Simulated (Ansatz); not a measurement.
`O[SiH](F)N[SiH2]F` + H₂Se → `O[SiH](F)[SeH]` + `N[SiH2]F`  (ligand exchange at the Si–N bond)

Gas-phase electronic energies from Ansatz, PBE0-D4/def2-TZVP geometries. CCSD(T)/CBS adds triple-zeta CCSD(T) − MP2 to the extrapolated MP2 energy (def2 sets, frozen cores). Functionals use def2-TZVPP. For Se outer-core shells are correlated without core-valence functions, which leaves a few kJ/mol of doubt a bond. Scalar relativity is left out up to krypton. Each species was taken in one conformer, which may not be the lowest.

CCSD(T)/CBS gives +11.0 kJ/mol.

Another level gave +12.8 kJ/mol. Which?
A. LDA (SPW92)/def2-TZVPP
B. PBE-D4/def2-TZVPP
C. B97M-V/def2-TZVPP
D. HF/def2-TZVPP

C. B97M-V 12.8, LDA (SPW92) 4.5, HF/def2-TZVPP 19.9, PBE-D4 -0.4 kJ/mol.

Largest T1 diagnostic among the species: 0.012.

From PBE to PBE0 (25 % exact exchange), in def2-TZVPP and without D4, ΔE moves by +4.5 kJ/mol. At CCSD(T), def2-SVP lies +9.5 kJ/mol from the extrapolated value and def2-TZVPP +4.8 kJ/mol.
